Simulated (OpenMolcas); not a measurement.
## B II: CASPT2 settings compared

| Property | Result |
| --- | --- |
| Program | OpenMolcas |
| Basis | ANO-L-VDZP [3s2p1d] |
| Scalar Hamiltonian | non-relativistic, point nucleus |
| Active space | 2 electrons in 4 orbitals (2s 2p) |
| State averaging | 2S+1 = 3 even, 3 roots; 2S+1 = 1 even, 7 roots kept (CI in the orbitals of an earlier block); 2S+1 = 3 odd, 3 roots; 2S+1 = 1 odd, 3 roots kept (CI in the orbitals of an earlier block) |
| Spin-orbit coupling | state interaction with AMFI integrals over the reference wave functions, term energies averaged over their components |

Methods on the same reference wave functions:
A. CASSCF
B. SS-CASPT2, IPEA 0.15 Eh, imaginary shift 0.1 Eh (closed shells correlated: 1s)
C. MS-CASPT2, IPEA 0.15 Eh, imaginary shift 0.1 Eh (closed shells correlated: 1s)
D. XMS-CASPT2, IPEA 0.4 Eh, imaginary shift 0.3 Eh (closed shells correlated: 1s)
E. XMS-CASPT2, IPEA 0 Eh, sigma2 regulariser 0.4 Eh (closed shells correlated: 1s)

Energies in cm⁻¹ above 2s² ¹S₀, the measured ground level; measured values from NIST Handbook of Basic Atomic Spectroscopic Data.

```json
{"Level": "2s² ¹S₀", "A": "0.0", "B": "0.0", "C": "0.0", "D": "0.0", "E": "0.0", "Measured": "0.0"}
{"Level": "2s 2p ³P°₀", "A": "35718", "B": "37810", "C": "37810", "D": "38530", "E": "38630", "Measured": "37336"}
{"Level": "2s 2p ³P°₁", "A": "35724", "B": "37810", "C": "37810", "D": "38540", "E": "38640", "Measured": "37342"}
{"Level": "2s 2p ³P°₂", "A": "35736", "B": "37830", "C": "37830", "D": "38550", "E": "38650", "Measured": "37358"}
{"Level": "2s 2p ¹P°₁", "A": "81511", "B": "78150", "C": "78150", "D": "78800", "E": "78170", "Measured": "73397"}
{"Level": "2p² ³P₀", "A": "98977", "B": "101130", "C": "101130", "D": "101890", "E": "101950", "Measured": "98911"}
{"Level": "2p² ³P₁", "A": "98983", "B": "101140", "C": "101140", "D": "101890", "E": "101960", "Measured": "98920"}
{"Level": "2p² ³P₂", "A": "98995", "B": "101150", "C": "101150", "D": "101900", "E": "101970", "Measured": "98933"}
{"Level": "2p² ¹D₂", "A": "110714", "B": "107620", "C": "107620", "D": "107260", "E": "106340", "Measured": "102363"}
{"Level": "2p² ¹S₀", "A": "139491", "B": "136330", "C": "136330", "D": "137070", "E": "136700", "Measured": "127661"}
```

Deviations, from unrounded energies. A percentage is the sum of absolute deviations over the sum of measured energies, with the sign that they share, or ± where signs differ.

| Against measurement | Levels | A | B | C | D | E |
| --- | --- | --- | --- | --- | --- | --- |
| mean absolute deviation (cm-1) | 9 | 3700 | 3000 | 3000 | 3600 | 3400 |
| other configurations (%) | 9 | ±4.7 | +3.8 | +3.8 | +4.5 | +4.3 |

B, C lie about equally close to measurement and A furthest from it. The largest miss of B in the table is 2p² ¹S₀, by +8700 cm-1. The ranking rests on the paired levels alone, and a cruder setting can come out closer through cancelling errors.

Among B to E the level of the table that moves most is 2p² ¹D₂, by 1300 cm-1 (lowest in E, highest in C). Moves below CASPT2's spread within the term are not significant.

The two smallest mean deviations differ by little beside CASPT2's spread within terms, so their order carries little weight.

The lowest spin-free term lies below A's lowest term by 0.014 hartree in B, 0.014 hartree in C, 0.017 hartree in D, 0.018 hartree in E.

CASPT2 breaks the degeneracy within a term, and the mean is taken; among the terms shown or strongly mixed into the levels shown the widest spread is 420 cm-1 (2p² ¹D, E). Terms from blocks run as CI alone lack orbitals of their own. Without dynamic correlation excited terms often stand tens of per cent too high (terms of higher spin than the ground term too low), and those without a measured partner can miss by more than the paired ones (holds for A). Measured partners are found by configuration, term and J. A level has none where our copy of the source lacks it or the pairing is in doubt (some pairs that miss far off the trend of their configuration count as doubtful), and it then counts in no deviation. Only configurations of the active space appear.

° marks odd parity.
